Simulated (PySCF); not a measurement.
**Basis and Hamiltonian dependence of the excitation energy of Tl**

Tl [Xe] 4f14 5d10 6s2 6p1 (2P) → Tl [Xe] 4f14 5d10 6s2 6d1 (2D). All values are computed (PySCF 2.14, energy differences of UHF-based or UKS calculations, no spin-orbit coupling). Values in eV.

```json
{"basis": "aug-cc-pwCVDZ-PP with ECP60MDF", "Hamiltonian": "ECP", "functions": "48", "UHF": "4.319", "LDA": "4.183", "PBE0": "4.093", "MP2 (valence)": "4.365", "CCSD(T) (valence)": "4.298"}
{"basis": "aug-cc-pVTZ-PP with ECP60MDF", "Hamiltonian": "ECP", "functions": "55", "UHF": "3.821", "LDA": "3.844", "PBE0": "3.726", "MP2 (valence)": "3.881", "CCSD(T) (valence)": "3.869"}
{"basis": "aug-cc-pVTZ-DK3", "Hamiltonian": "spin-free X2C", "functions": "84", "UHF": "3.856", "LDA": "3.859", "PBE0": "3.746", "MP2 (valence)": "3.909", "CCSD(T) (valence)": "3.890"}
{"basis": "def2-QZVPPD with the def2 core potential (60 electrons)", "Hamiltonian": "ECP", "functions": "88", "UHF": "3.725", "LDA": "3.785", "PBE0": "3.665", "MP2 (valence)": "3.837", "CCSD(T) (valence)": "3.836"}
{"basis": "aug-cc-pwCVTZ-PP with ECP60MDF", "Hamiltonian": "ECP", "functions": "96", "UHF": "3.827", "LDA": "3.845", "PBE0": "3.731", "MP2 (valence)": "3.892", "CCSD(T) (valence)": "3.879"}
{"basis": "x2c-TZVPPall with one added diffuse shell each of s, p, d, f type", "Hamiltonian": "spin-free X2C", "functions": "99", "UHF": "3.713", "LDA": "3.775", "PBE0": "3.659", "MP2 (valence)": "3.780", "CCSD(T) (valence)": "3.776"}
{"basis": "aug-cc-pVQZ-PP with one added diffuse shell each of s, p, d, f, g type with ECP60MDF", "Hamiltonian": "ECP", "functions": "117", "UHF": "3.504", "LDA": "3.687", "PBE0": "3.560", "MP2 (valence)": "3.631", "CCSD(T) (valence)": "n/a"}
{"basis": "aug-cc-pVQZ-DK3", "Hamiltonian": "spin-free X2C", "functions": "118", "UHF": "3.710", "LDA": "n/a", "PBE0": "n/a", "MP2 (valence)": "3.792", "CCSD(T) (valence)": "3.781"}
{"basis": "aug-cc-pwCVTZ-DK3", "Hamiltonian": "spin-free X2C", "functions": "125", "UHF": "3.861", "LDA": "3.868", "PBE0": "3.754", "MP2 (valence)": "3.919", "CCSD(T) (valence)": "3.901"}
{"basis": "aug-cc-pwCVTZ-DK3 with one added diffuse shell each of s, d, f type", "Hamiltonian": "spin-free X2C", "functions": "138", "UHF": "3.489", "LDA": "n/a", "PBE0": "n/a", "MP2 (valence)": "n/a", "CCSD(T) (valence)": "n/a"}
```

Frozen in the all-electron rows: valence: [Xe] 4f14 5d10; with a core potential, the same shells as far as they lie outside it.

At UHF, aug-cc-pwCVDZ-PP with ECP60MDF lies more than 0.3 eV from the median of the rows with comparable relativity.

Reference for a calculation without spin-orbit coupling: 3.840 eV (measured, between term centres; NIST).
